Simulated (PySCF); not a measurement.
NICS in isomers of C10H12.

Probes without a nucleus sit at each ring's centroid and 1 Å off its mean plane on both sides; NICS is minus the shielding there, NICSzz its component along the normal. Level: GIAO PBE0/pcSseg-1 (PySCF, non-relativistic, gas phase) on the GFN2-xTB geometries, one conformer each. Atom numbers follow the mapped SMILES.

**Question.** Order these rings by mean NICS(1)zz, lowest (most negative) first (ppm).
A. ring C2–C3–C4–C5–C6–C7–C8–C9 in `[CH3:1][C:2]1=[CH:3]/[CH:4]=[CH:5]\[CH:6]=[CH:7]/[CH:8]=[C:9]\1[CH3:10]`
B. ring C8–C9–C10 in `[CH3:1]/[CH:2]=[CH:3]\[CH:4]=[CH:5]/[C:6]#[C:7][CH:8]1[CH2:9][CH2:10]1`
C. ring C4–C5–C6–C7–C8–C10 in `[CH2:1]=[C:2]([CH3:3])[c:4]1[cH:5][cH:6][cH:7][c:8]([CH3:9])[cH:10]1`

**Answer.** C (-26.9), B (-23.1), A (2.9).

```tsv
SMILES	ring	NICS(0)	NICS(1)	NICS(1)zz	HOMA	rms pucker (Å)	ring atoms with four or more neighbours
C=C(C)c1cccc(C)c1	6-membered carbocycle; formal bonds all aromatic	-8.3	-10.9	-26.9	1.00	0.00	0
C/C=C\C=C/C#CC1CC1	3-membered carbocycle; formal bonds all single	-43.5	-8.3	-23.1	–	0.00	3
CC1=C/C=C\C=C/C=C\1C	8-membered carbocycle; formal bonds 4 double, 4 single	0.6	-3.2	2.9	-0.32	0.43	0
```

NICS(0) gives another order. The isotropic NICS(1) gives the same order. HOMA uses Krygowski's 1993 parameters; it is left out where a ring has a four-coordinate atom, a triple bond, no multiple bond or a kind of bond without parameters. NICS(1) and NICS(1)zz are means over the two faces.
